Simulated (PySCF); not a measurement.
**Electron correlation in Xe³⁺ (xenon, charge +3)**

[Kr] 4d10 5s2 5p3, high-spin 4S determinant. All numbers are calculated (PySCF 2.14, scalar relativity by spin-free X2C-1e, in aug-cc-pVTZ-DK3 (8s7p5d2f, 68 functions)). Frozen: [Kr] 4d10; 5 electrons correlated.

```
  level  correlation energy (mhartree)
   CCSD                         -80.63
    (T)                          -1.90
CCSD(T)                         -82.53
```

Diagnostics: T1 = 0.0015, D1 = 0.0032, largest double amplitude 0.047.

Question: Is a single reference adequate?

Answer: Yes, within this model without spin-orbit coupling: T1 lies below 0.03 and no double amplitude reaches 0.07.
